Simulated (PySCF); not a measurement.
# Computed properties of CH2Cl3FSi, SMILES FC[Si](Cl)(Cl)Cl

trichloro(fluoromethyl)silane (CH2Cl3FSi), SMILES FC[Si](Cl)(Cl)Cl. The structure is a stationary point at B3LYP-D3(BJ)/def2-SVP. Other conformers were not sampled. All values are computed for the isolated molecule unless a solvent is named; none is compared with measurement here.

**Structure.** The optimised structure has Cs symmetry. All 18 harmonic modes at B3LYP-D3(BJ)/def2-SVP (PySCF) are real, so it is a minimum. With heavy atoms numbered as in [F:1][CH2:2][Si:3]([Cl:4])([Cl:5])[Cl:6], the shortest bond between them is F1–C2 at 1.381 Å and the longest Si3–Cl6 at 2.061 Å.

**Vibrations.** The strongest infrared lines (harmonic, unscaled, degenerate partners summed) lie at 613 cm⁻¹ (177 km/mol, Si 69 %, Cl 29 %), 595 cm⁻¹ (136 km/mol, Si 55 %, Cl 35 %), 1084 cm⁻¹ (72 km/mol, C 50 %, F 41 %). The softest mode is at 68 cm⁻¹ and the zero-point energy is 22.4 kcal/mol.

**Electronic structure.** B3LYP/def2-TZVP (PySCF) places the frontier levels at -8.92 and -0.60 eV, a gap of 8.32 eV, and gives a dipole moment of 1.56 D and a mean polarisability of 70.8 bohr³. PBE/def2-TZVP (PySCF) at the same geometry gives -7.66 and -1.34 eV, so its gap is 2.00 eV narrower. An orbital gap is neither the optical nor the fundamental gap.

**Excitations.** TDDFT-B3LYP/def2-SVPD (PySCF) has S1 at 7.17 eV (173 nm, f = 0.000, dark); the most intense of the 10 singlets computed lies at 7.69 eV (f = 0.06). T1 (TDA) is at 6.80 eV. TDDFT-PBE/def2-SVPD (PySCF) puts S1 at 6.40 eV. No vertical singlet excitation falls in the visible range (under 3.1 eV).

**NMR.** GIAO shifts at B3LYP/pcSseg-1 (PySCF) (non-relativistic, atoms alike by connectivity averaged): ¹³C at 85.7 ppm against TMS; ¹H at 4.8 ppm against TMS; ²⁹Si at 33.2 ppm against TMS; ¹⁹F at -294.0 ppm against CFCl3. Without spin–orbit terms, shifts of atoms bonded to Cl or Br come out too high.

**Solvation.** SMD-M06-2X/def2-SVP (PySCF) gives -1.1 kcal/mol in water, -5.2 kcal/mol in ethylethanoate, -5.5 kcal/mol in acetonitrile (1 M in both phases, gas-phase geometry); of these solvents acetonitrile holds the molecule best.
